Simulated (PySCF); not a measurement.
C2H9NSi3.

```xyz
15

Si     3.4505    -1.1958     0.7374
C      1.9714    -0.3103     0.1010
C      0.9749     0.2840    -0.3310
Si    -0.5400     1.1548    -0.9358
N     -1.9082     0.9793     0.1388
Si    -3.0931    -0.3186     0.1667
H      3.0501    -2.5546     1.2385
H      4.4592    -1.3500    -0.3655
H      4.0635    -0.4133     1.8645
H     -0.9177     0.5634    -2.2613
H     -0.1946     2.6108    -1.0663
H     -1.8797     1.5713     0.9763
H     -2.7859    -1.4044     1.1681
H     -3.1073    -0.9223    -1.2085
H     -4.4514     0.2361     0.5054
```
Charge 0, spin multiplicity 1.

Geometry optimised at PBE-D3(BJ)/def2-SVP. This is a generated structure with no PubChem entry under its InChIKey; it may be hypothetical. The values are those of a single conformer.

Level of theory: PBE/pcSseg-1 (PySCF). Non-relativistic, no solvent.

Computed absolute GIAO shielding of each atom: isotropic value and principal components (ppm):
| atom | σ(iso) | σ11 | σ22 | σ33 | span |
|---|---|---|---|---|---|
| Si1 | 435.8 | 427.1 | 427.3 | 453.1 | 26.0 |
| C2 | 70.9 | -19.2 | -12.9 | 245.0 | 264.2 |
| C3 | 57.6 | -45.9 | -37.8 | 256.5 | 302.3 |
| Si4 | 394.7 | 359.1 | 368.3 | 456.9 | 97.9 |
| N5 | 247.1 | 223.6 | 243.7 | 274.1 | 50.6 |
| Si6 | 382.6 | 339.8 | 349.8 | 458.1 | 118.3 |
| H7 | 26.7 | 23.4 | 25.5 | 31.3 | 7.9 |
| H8 | 26.8 | 23.5 | 25.2 | 31.6 | 8.1 |
| H9 | 26.8 | 23.5 | 25.3 | 31.5 | 8.0 |
| H10 | 26.2 | 22.9 | 25.5 | 30.2 | 7.3 |
| H11 | 26.0 | 22.1 | 25.0 | 31.0 | 8.8 |
| H12 | 31.3 | 23.0 | 29.1 | 41.8 | 18.8 |
| H13 | 26.0 | 22.3 | 24.6 | 31.1 | 8.8 |
| H14 | 26.3 | 23.6 | 25.1 | 30.2 | 6.6 |
| H15 | 26.1 | 22.6 | 24.3 | 31.5 | 9.0 |
